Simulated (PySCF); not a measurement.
CH3AlF2, charge +1, multiplicity 2. Atoms are numbered in the order given.

```xyz
7

Al    -0.0077     0.3090     0.0000
C      0.0033    -1.8905     0.0000
H      1.1087    -1.8563     0.0000
H     -0.5079    -2.1016    -0.9500
H     -0.5079    -2.1016     0.9500
F     -0.0007     0.7436    -1.5706
F     -0.0007     0.7436     1.5706
```
Charge +1, spin multiplicity 2.

Coordinates come from a TPSSh-D3(BJ)/def2-SVP optimisation. The multiplicity is an assumed one; other spin states were not compared. The isomer is the one that the SMILES or the coordinates give; other isomers of the formula were not compared.

Method: PySCF 2.14.0 with TPSSh-D3(BJ)/def2-SVP.

Frequencies are harmonic and unscaled.

```csv
mode,ν (cm⁻¹),IR (km/mol),moving atoms (share of kinetic energy)
1,52,0.1,H 95 %
2,116,0.2,"F 45 %, C 35 %, H 11 %, Al 9 %"
3,187,62.3,"Al 46 %, F 30 %, H 23 %"
4,195,104.5,"F 57 %, Al 25 %, C 14 %"
5,225,0.2,H 98 %
6,270,50.4,"H 68 %, Al 18 %, C 8 %"
7,361,27.0,"C 44 %, Al 31 %, H 20 %"
8,755,29.1,"F 89 %, Al 11 %"
9,1053,11.0,"H 78 %, C 22 %"
10,1085,90.3,"Al 56 %, F 44 %"
11,1370,13.5,"H 91 %, C 9 %"
12,1398,13.4,"H 91 %, C 9 %"
13,3000,32.9,H 99 %
14,3180,36.4,"H 90 %, C 10 %"
15,3230,40.3,"H 89 %, C 11 %"
```
